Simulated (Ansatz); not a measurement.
`F[SiH2]CC[SiH3]` + H₂Se → `[SiH3]CC[SeH]` + `F[SiH3]`  (substitution at a C–Si bond)

Calculated with Ansatz (gas phase, PBE0-D4/def2-TZVP geometries, no zero-point term in ΔE). CCSD(T)/CBS is the MP2 limit (def2-TZVPP, def2-QZVPP) plus CCSD(T) − MP2 in def2-TZVPP, frozen cores. This one scheme is used for every species. Functionals use def2-TZVPP. For Se outer-core shells are correlated without core-valence functions, which leaves a few kJ/mol of doubt a bond. Scalar relativity is left out up to krypton. One conformer a species, not always the lowest.

`F[SiH2]CC[SiH3]`:

Cartesian coordinates in Å:
```
F -2.477 -0.994 -0.147
Si -1.306 -1.043 0.950
C -0.374 0.570 0.907
C 0.137 1.016 -0.469
Si 1.501 -0.039 -1.221
H -1.939 -1.241 2.279
H -0.448 -2.208 0.623
H 0.456 0.479 1.620
H -1.040 1.333 1.328
H -0.690 1.059 -1.186
H 0.529 2.037 -0.407
H 2.612 -0.202 -0.242
H 2.031 0.625 -2.442
H 1.009 -1.391 -1.595
```

H₂Se:

Cartesian coordinates in Å:
```
Se 0.563 0.050 -0.385
H -0.329 -1.052 -0.011
H -0.234 1.002 0.396
```

`[SiH3]CC[SeH]`:

Z-matrix (Å, degrees):
```
Si
C 1 1.884
H 1 1.488 2 110.2
H 1 1.487 2 110.5 3 120.3
H 1 1.488 2 110.1 3 -119.4
C 2 1.515 1 112.6 3 60.1
H 2 1.094 1 108.8 3 -177.3
H 2 1.095 1 108.2 3 -62.2
Se 6 1.962 2 114.6 1 177.6
H 6 1.090 2 112.1 1 -59.5
H 6 1.092 2 111.5 1 60.6
H 9 1.469 6 94.9 2 63.8
```

`F[SiH3]`:

Z-matrix (Å, degrees):
```
Si
F 1 1.600
H 1 1.482 2 108.3
H 1 1.482 2 108.3 3 -120.0
H 1 1.482 2 108.3 3 120.0
```

Question: Is it downhill or uphill in electronic energy at CCSD(T)/CBS, and by how much? (An estimate is asked.)

Answer: Computed: Uphill: ΔE = +0.39 eV.

Question: What do these levels give: PBE-D4, PBE, r2SCAN, MP2/def2-TZVPP, MP2/def2-QZVPP, HF/CBS(def2)? (Best estimate.)

Answer: Ansatz gave: PBE-D4 0.42, PBE 0.39, r2SCAN 0.43, MP2/def2-TZVPP 0.33, MP2/def2-QZVPP 0.34, HF/CBS(def2) 0.35 eV.

Largest T1 diagnostic among the species: 0.011.

The D4 term adds +0.04 eV with B3LYP and +0.02 eV with PBE0; it sums over pairs of atoms, weighted by their polarisabilities, and B3LYP, whose exchange is more repulsive, gets the larger term.

B3LYP here is the variant with VWN-RPA as its local correlation; programs differ in this.
